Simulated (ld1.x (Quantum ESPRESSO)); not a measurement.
## An all-electron radial function and its pseudo partner (Si (Z = 14))

Columns: radius, all-electron u(r) and pseudo u(r) of the 3s shell (level -10.88 eV) of silicon in the configuration [Ne] 3s2 3p2; LDA (PZ), scalar-relativistic, RRKJ scheme, ld1.x (Quantum ESPRESSO) 7.5.

```
r (bohr)  all-electron  pseudo
   0.105        0.1147  0.0254
   0.210       -0.1557  0.0521
   0.315       -0.3187  0.0816
   0.420       -0.3378  0.1152
   0.525       -0.2592  0.1546
   0.630       -0.1295  0.2010
   0.735        0.0190  0.2555
   0.840        0.1663  0.3180
   0.945        0.3011  0.3872
   1.050        0.4180  0.4599
   1.155        0.5149  0.5317
   1.260        0.5920  0.5970
   1.365        0.6506  0.6515
   1.470        0.6923  0.6924
   1.575        0.7193  0.7193
   1.680        0.7337  0.7337
   1.785        0.7374  0.7374
   1.890        0.7323  0.7323
   1.995        0.7200  0.7200
   2.100        0.7022  0.7022
   2.205        0.6800  0.6800
   2.310        0.6546  0.6546
   2.415        0.6269  0.6269
   2.520        0.5978  0.5978
   2.625        0.5677  0.5677
   2.730        0.5374  0.5374
```

**Question.** How many radial nodes do the two functions have?

**Answer.** The all-electron 3s function has n − l − 1 = 2; the pseudo-wave has 0, since the states of the same l below it are removed with the core.

**Question.** At about which radius was the pseudo-wave matched?

**Answer.** 1.65 bohr. The columns agree to 0.0005 from 1.47 bohr on; several derivatives are matched, so the curves merge somewhat inside the radius.

**Question.** Is the pseudo-wave norm-conserving?

**Answer.** Yes: the RRKJ scheme keeps the norm inside the radius equal to the all-electron one, which fixes the energy derivative of the logarithmic derivative at the level.
